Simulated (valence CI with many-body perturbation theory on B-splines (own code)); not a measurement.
Xe⁴⁸⁺: key properties

Computed by relativistic CI+MBPT: four valence electrons over a frozen Dirac-Fock core [He], radial functions for each j: 11 s, 11 p, 9 d, 7 f, 5 g, 2 h, 1 i, with the one-electron correlation potential Σ1 (screened to all orders), the two-electron term Σ2, the three-electron term Σ3, Breit, model QED; selected single and double excitations, second order for the rest (own B-spline code, finite nucleus).

The last digits are not significant, and no measured levels were compared; by estimate large intervals hold to a few tenths of a per cent, small ones and those within an open d or f shell to about a per cent. Among the levels kept, up to 270 cm⁻¹ of a level comes from second order outside the variational space, and about a tenth of that is noise between levels of different J, which matters for small intervals.

Levels are named by their leading jj configuration (3d3/2^4 stands for four electrons in 3d with j = 3/2), which in mixed levels can hold well under half, so a name can repeat and another be missing.

Rates and lifetimes use the calculated energies. Strong lines usually hold to 10 to 20 %, long lifetimes can be off by a factor of two.

(1) What is the ground level?

(2) What is the ionisation energy?

(3) How well does LS coupling describe the low levels?

(4) Where does the other parity begin?

(5) What are the static dipole polarisabilities of the lowest levels?

## Answers

(1) (2s^2 2p1/2^2) J=0, composition 71 % 2s2 2p2 3P + 29 % 2s2 2p2 1S.

(2) 8972.4 eV; NIST lists 8971 ± 4 eV (theoretical).

(3) Among the lowest 20 levels the leading LS term, summed over configurations, holds 66 % on average. For single configurations the figures are 66 % in LS and 99 % in jj coupling. Terms mix most in the J = 1 level at 579.2 eV, where the leading one holds 36 %.

(4) At (2s 2p1/2^2 2p3/2) J=2, 518.4 eV.

(5) (2s^2 2p1/2^2) J=0 0.000437 bohr³, of which the core gives 9.18e-07.
